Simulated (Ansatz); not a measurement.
The cluster Al2Ni⁻, relaxed as a quartet with UKS r2SCAN-D4/def2-TZVPD in Ansatz, starting from the r2SCAN-D4/def2-TZVPD geometry of the charge -1 doublet. Force threshold 0.02 eV/Å.

The highest occupied level of the charge -1 quartet lies above zero (up to 0.56 eV). It is a level of α spin, whose loss leaves a triplet; that state wasn't run at this geometry and level. The electron is either unbound and held by the finite basis, or the level is raised by self-interaction error. The relaxation made no stability test and no search for a lower SCF solution. At r2SCAN-D4/def2-TZVPD a doublet of charge -1 lies 0.44 eV below the quartet, each at its own geometry. The structure comes from a short search, and lower isomers may exist.

Start:

Cartesian coordinates in Å:
```
Ni 0.546 1.009 0.407
Al -0.297 -0.017 -1.381
Al -0.250 -0.992 0.974
```

| step | energy (eV) | largest force component (eV/Å) | SCF passes |
| --- | --- | --- | --- |
| 1 | -54236.3008 | 1.129 | 69 |
| 2 | -54236.3623 | 0.682 | 36 |
| 3 | -54236.3938 | 0.138 | 35 |
| 4 | -54236.3960 | 0.016 | 28 |

Force components are those of the run's own axes.

End:

```xyz
3

Ni    0.5857    1.0816    0.4364
Al   -0.3170   -0.0403   -1.4263
Al   -0.2687   -1.0413    0.9899
```

By distances, no bond broke or formed. The bond that changes most is Ni1–Al2, from 2.23 to 2.35 Å (atoms count from 1).

No frequencies were taken in this run, so the end may be a saddle point.

Run time 16 s (4 threads of Arm Neoverse V2 on a shared host).
